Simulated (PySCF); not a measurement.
# Polarisability and C₆ of Pd⁺ (palladium, charge +1)

[Kr] 4d9, 2D determinant. Calculation: PySCF 2.14, in x2c-TZVPPall with one added diffuse shell each of s, p, d, f type (9s7p7d3f1g, 95 functions); the spin-free X2C one-electron Hamiltonian (Gaussian nucleus). Coupled (time-dependent) response in atomic units; α is the mean over directions.

```csv
method,mean α (bohr³),"α xx, yy, zz",C₆ (like pair),S(−4)
UHF,10.05,"9.765, 9.765, 10.63",60.57,31.00
PBE,12.14,"11.89, 11.89, 12.63",74.93,54.61
PBE0,11.37,"11.11, 11.11, 11.90",69.65,44.58
```

S(−4) is the Cauchy moment in α(ω) = α(0) + S(−4) ω² + …

Spin-orbit coupling is absent.

α(iu) at UHF:

```tsv
u (hartree)	α(iu) (bohr³)
0	10.05
0.0500	9.976
0.100	9.759
0.200	9.038
0.300	8.171
0.500	6.588
0.750	5.118
1.00	4.076
1.50	2.756
2.00	1.985
3.00	1.160
5.00	0.5242
```

A single London oscillator, α(iu) = α/(1 + u²/ω²), gives C₆ = (3/4) ω α². Matching the computed C₆ needs ω = 4 × 60.57 / (3 × 10.05²) = 0.800 hartree.

For an ion, C₆ is the dispersion term alone; charge-induced terms of lower order in 1/R come first.

The components differ because the open shell of this determinant is not spherical; for a pure term their mean is the scalar polarisability.
